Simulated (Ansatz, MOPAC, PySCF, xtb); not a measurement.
Noncovalent pair: C2H4 (SMILES C=C) (first 6 atoms) with HBr (SMILES Br); geometry from B3LYP-D3(BJ)/def2-TZVP.
(charge 0, multiplicity 1):
```xyz
8

C     -0.14506    -0.59117     0.32365
C      0.13864     0.68866     0.11543
H      0.63023    -1.34673     0.36180
H     -1.16365    -0.93312     0.46150
H     -0.63672     1.44399     0.07450
H      1.15687     1.03045    -0.02518
Br     0.32594     0.59149     3.95814
H      0.20105     0.38468     2.54206
```

Counterpoise-corrected where a basis set is named; no monomer relaxation.

Rows in 6-31G* carry no dispersion term and start afresh at each structure (6-31G* with six Cartesian d functions); the Pople sets are all-electron and without relativity. The state that PM7 reach isn't checked; PM7 holds dispersion and hydrogen-bond terms.

Codes used: Ansatz (Gaussian basis) for Hartree–Fock, density functionals and correlated methods; MOPAC for PM7 (differences of heats of formation); PySCF for 6-31G* rows; xtb for the GFN methods. Each number belongs to the level named beside it.

Problem. One of these levels gives -0.52 kcal/mol for the interaction energy. Which one is it?
A) HF/aug-cc-pVDZ
B) GFN-FF
C) HF/6-31G*
D) PM7

Solution. C, HF/6-31G*. The others give -1.56 (GFN-FF), -2.52 (PM7), -0.15 (HF/aug-cc-pVDZ)

Ansatz is a program for electronic structure.
